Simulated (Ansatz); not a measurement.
Mulliken charges of CH₃F₃OSi (`FC(F)(F)O[SiH3]`) from B3LYP/def2-TZVPP in Ansatz (PBE0-D4/def2-TZVP geometry).

| atom | x (Å) | y (Å) | z (Å) | charge (e) |
| --- | --- | --- | --- | --- |
| F1 | 0.410 | -0.117 | -2.049 | -0.179 |
| C2 | 0.966 | -0.345 | -0.854 | 0.581 |
| F3 | 0.679 | -1.618 | -0.528 | -0.190 |
| F4 | 2.281 | -0.247 | -0.993 | -0.165 |
| O5 | 0.538 | 0.515 | 0.063 | -0.330 |
| Si6 | -0.909 | 0.440 | 0.910 | 0.414 |
| H7 | -0.822 | -0.610 | 1.949 | -0.045 |
| H8 | -2.018 | 0.154 | -0.029 | -0.040 |
| H9 | -1.036 | 1.781 | 1.513 | -0.045 |

Problem. By hand: the dipole of these point charges (1 e Å = 4.8032 D).

Solution. Σ q r = (-0.407, 0.122, 0.336) e Å, of length 0.542 e Å = 2.60 D.

Problem. How does the dipole of the full density compare? (Estimate.)

Solution. Computed: (-0.326, 0.106, 0.289) e Å, 2.15 D; the point charges give 1.21 times that, at 2° from its direction.

Point charges leave out the atoms' own dipoles, such as those of lone pairs, and Mulliken's split depends on the basis, so the two needn't agree.

B3LYP here is the variant with VWN-RPA as its local correlation; programs differ in this.
